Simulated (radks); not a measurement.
Numerical settings for the oxygen ion O2+, [He] 2s2 2p2. Method: scalar-relativistic Kohn-Sham, PBE, spin-polarised, spherical densities, point nucleus; open shells are filled with parallel spins first; computed with a radial shooting solver on a logarithmic mesh with Libxc functionals. The defaults (mesh step 0.008 in ln r, mesh end at 40 bohr or more with all orbitals vanishing there, Anderson mixing 0.5 over 9 steps, residual threshold near 1e-9 with the energy settled to 1e-9 hartree or 1e-11 of itself, here a cap of 69 iterations) give E = -73.2508 hartree and 2p at -45.085 eV in 13 iterations. Times are rough (one thread of a shared host). Changes against that run (0 stands for a change within the tolerance of the run):

| setting | iterations | converged | E (mhartree) | e(2p) (meV) | CPU (s) |
|---|---|---|---|---|---|
| mesh step in ln r 0.12 | 4 | no | diverged | - | 0.01 |
| mesh step in ln r 0.003 | 13 | yes | 0 | 0 | 0.16 |
| mesh step in ln r 0.2 | 69 | no | -4e+05 | - | 0.08 |
| mesh end (bohr) 400 | 13 | yes | 0 | 0 | 0.06 |
| mesh end (bohr) 20 | 13 | yes | 0 | 0 | 0.06 |
| residual threshold 0.001 | 8 | yes | 0 | -0.278 | 0.04 |
| residual threshold 1e-05 | 9 | yes | 0 | +0.0107 | 0.05 |
| mixing 1 | 10 | yes | 0 | 0 | 0.05 |
| linear mixing, mixing 1 | 22 | yes | 0 | 0 | 0.09 |
| linear mixing, mixing 0.2 | 69 | no | 0 | 0 | 0.26 |
| mixing history 3 | 15 | yes | 0 | 0 | 0.07 |
| iteration cap 2 | 2 | no | +73.4 | -1.71e+04 | 0.01 |

No run marked as converged misses the energy by more than 1 mhartree. A mesh that ends early acts as a hard wall.
